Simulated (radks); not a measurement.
Spherical quantum dot in the effective-mass picture: electrons in a well V = -V0 / (1 + exp((r - R)/a)) with V0 = 5.35, R = 7.53, a = 0.46, all in effective atomic units (hartree* = m*/eps^2 hartree, bohr* = eps/m* bohr), one dielectric constant everywhere. Calculated with a radial shooting solver with Libxc functionals: non-relativistic Kohn-Sham, PBE, spin-polarised, spherical densities. Levels are named by radial order and angular momentum (1s, 1p, 1d, 2s, ...), and open shells are averaged over m. Results are scaled to m* = 0.038 and eps = 10.1, for which hartree* = 10.14 meV and bohr* = 14.06 nm.

N = 14, configuration 1s2 1p6 1d(up 5, down 1). This is the lowest configuration that the search found. Occupied and some empty levels:

level    occupation  eigenvalue (meV)  <r> (nm)
1s up             1           -28.811     69.36
1s down           1           -28.526     68.73
1p up             3           -28.325     71.34
1p down           3           -28.028     70.92
1d up             5           -27.455     73.42
1d down           1           -27.145     73.15
1f up             0           -26.254     75.36
1f down           0           -25.934     75.19
2s up             0           -24.789     48.72
2s down           0           -24.634     48.67
2p up             0           -23.364     56.42
2p down           0           -23.185     56.29

Energy (meV): total -560.920, kinetic 31.514, external -741.18, Hartree 179.08, exchange-correlation -30.329.

Electron density:

r (nm)  n(r) (e/nm^3)
2.92        1.366e-07
13.9        2.325e-07
25.0        5.509e-07
36.0        1.333e-06
47.0        2.858e-06
58.0        4.985e-06
69.0        6.353e-06
80.0        4.877e-06
91.1        1.558e-06
102         1.389e-07
113         3.112e-09
124         3.338e-11
